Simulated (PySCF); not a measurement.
SnCl, SMILES [Cl][Sn+] (connectivity only; charge and spin as stated), charge +1, multiplicity 1. Heavy atoms are numbered as in [Sn+:1][Cl:2].

The structure is a stationary point at PBE0-D3(BJ)/def2-TZVP. The spin state was assumed, not searched. The def2 effective core potentials stand for the cores of Sn; spin–orbit coupling is left out.

Computed with PySCF with r2SCAN/def2-TZVPD.

Mulliken values depend strongly on the basis, most of all with diffuse functions as here. ESP charges are fitted to the potential on shells at 1.4 to 2.0 van der Waals radii. Atomic charges (e), one atom of each kind:

```csv
atom,ESP fit,Mulliken
Sn1,1.00,1.23
Cl2,0.00,-0.23
```
